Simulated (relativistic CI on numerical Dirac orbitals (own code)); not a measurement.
**Line list: Forbidden lines, Cd39+**

Calculated at this level of theory: Dirac-Coulomb-Breit CI, separate exchange-only KLI orbitals for each configuration, model QED (radiative potential, 1s self-energy scaled to tabulated hydrogen-like ionisation energies), unscaled Slater integrals (own radial code, finite nucleus).

CI space (outside the closed core 1s2): 2s²2p⁵, 2s2p⁶, 2p⁶3s, 2p⁶3p, 2p⁶3d, 2s²2p⁴3s, 2s²2p⁴3p, 2s²2p⁴3d, 2s2p⁵3s, 2s2p⁵3p, 2s2p⁵3d, 2s²2p⁴4s, 2s²2p⁴4p, 2s²2p⁴4d, 2s²2p⁴4f, 2s2p⁵4s, 2s2p⁵4p, 2s2p⁵4d, 2s2p⁵4f, 2s²2p³3s², 2s²2p⁴5s, 2s²2p³3s3p, 2s²2p⁴5p, 2s²2p⁴5d, 2s²2p⁴5f, 2s²2p⁴5g, 2s²2p³3p², 2s²2p³3s3d, 2s²2p³3p3d, 2s2p⁴3s², 2s²2p³3d², 2s2p⁴3s3p, 2s2p⁴3p², 2s2p⁴3s3d, 2s2p⁵5s, 2s2p⁵5p. Levels of other configurations are missing.

| λ vac (Å) | Lower | Upper | Type | A (s⁻¹) | gf | Branching (%) |
| --- | --- | --- | --- | --- | --- | --- |
| 3.0781 | 2s²2p⁵ ²P°3/2 [1] | 2s2p⁵3d ²D°5/2 [92] | E2 | 3.35e+11 | 2.85e-03 | 27.0 |
| 3.0802 | 2s²2p⁵ ²P°3/2 [1] | 2s2p⁵3d ²F°7/2 [91] | E2 | 4.05e+11 | 4.61e-03 | 29.4 |
| 3.0837 | 2s2p⁶ ²S1/2 [3] | 2p⁶3d ²D5/2 [113] | E2 | 4.37e+11 | 3.74e-03 | 18.5 |
| 3.0838 | 2s²2p⁵ ²P°1/2 [2] | 2s2p⁵3d ²F°5/2 [108] | E2 | 5.64e+11 | 4.82e-03 | 36.1 |
| 3.0839 | 2s²2p⁵ ²P°1/2 [2] | 2s2p⁵3d ²D°3/2 [107] | E2 | 7.72e+11 | 4.41e-03 | 2.4 |
| 3.0869 | 2s²2p⁵ ²P°3/2 [1] | 2s2p⁵3d ²P°3/2 [90] | E2 | 5.73e+11 | 3.27e-03 | 4.4 |
| 3.0895 | 2s²2p⁵ ²P°3/2 [1] | 2s2p⁵3d ²F°5/2 [89] | E2 | 2.03e+11 | 1.74e-03 | 16.6 |
| 3.0934 | 2s2p⁶ ²S1/2 [3] | 2p⁶3d ²D3/2 [112] | E2 | 4.35e+11 | 2.50e-03 | 14.6 |
| 3.0975 | 2s²2p⁵ ²P°1/2 [2] | 2s2p⁵3d ²F°5/2 [103] | E2 | 2.19e+11 | 1.89e-03 | 16.9 |
| 3.1108 | 2s²2p⁵ ²P°3/2 [1] | 2s2p⁵3d ⁴D°7/2 [83] | E2 | 3.06e+11 | 3.55e-03 | 42.3 |
| 3.1121 | 2s²2p⁵ ²P°3/2 [1] | 2s2p⁵3d ²D°5/2 [82] | E2 | 2.85e+11 | 2.48e-03 | 38.4 |
| 3.1124 | 2s²2p⁵ ²P°1/2 [2] | 2s2p⁵3d ⁴D°5/2 [102] | E2 | 8.83e+10 | 7.70e-04 | 10.8 |
| 3.1250 | 2s²2p⁵ ²P°3/2 [1] | 2s2p⁵3d ⁴F°7/2 [77] | E2 | 1.63e+11 | 1.91e-03 | 27.6 |
| 3.3725 | 2s²2p⁵ ²P°1/2 [2] | 2s²2p⁴3p ²P°3/2 [66] | E2 | 7.91e+10 | 5.40e-04 | 30.7 |
| 3.3817 | 2s²2p⁵ ²P°3/2 [1] | 2s²2p⁴3p ²F°7/2 [37] | E2 | 6.90e+10 | 9.47e-04 | 54.1 |
| 3.3939 | 2s2p⁶ ²S1/2 [3] | 2s2p⁵3p ²D5/2 [99] | E2 | 7.38e+10 | 7.65e-04 | 2.9 |
| 3.5611 | 2s²2p⁵ ²P°3/2 [1] | 2s²2p⁴3p ²P°3/2 [13] | E2 | 9.94e+10 | 7.56e-04 | 30.7 |
| 3.5692 | 2s²2p⁵ ²P°1/2 [2] | 2s²2p⁴3p ²D°5/2 [39] | E2 | 5.41e+10 | 6.19e-04 | 32.6 |
| 3.6309 | 2s²2p⁵ ²P°1/2 [2] | 2s²2p⁴3p ²F°5/2 [32] | E2 | 6.02e+10 | 7.14e-04 | 84.9 |
| 3.6426 | 2s²2p⁵ ²P°3/2 [1] | 2s²2p⁴3p ²D°5/2 [8] | E2 | 9.34e+10 | 1.11e-03 | 89.4 |

Terms are leading LS components. Brackets give the number of a level in order of energy, since labels repeat. The list gives strong lines, with weight on those to low levels, among the lowest 400 of 1235 levels, so that lines to higher ones, which can be the strongest, are missing. Levels whose partners in the same complex of configurations lie outside the list can be far off, and so can their lines. Rates are taken at the computed energies, electric ones in the length gauge.

At this charge energies of transitions that change n are usually good to better than 1 %, and those within a shell (Δn = 0) to a few per cent.

LS names give the leading component of a level, which can be under half, so a name can repeat, a term be missing and a line seem to break the LS rules.
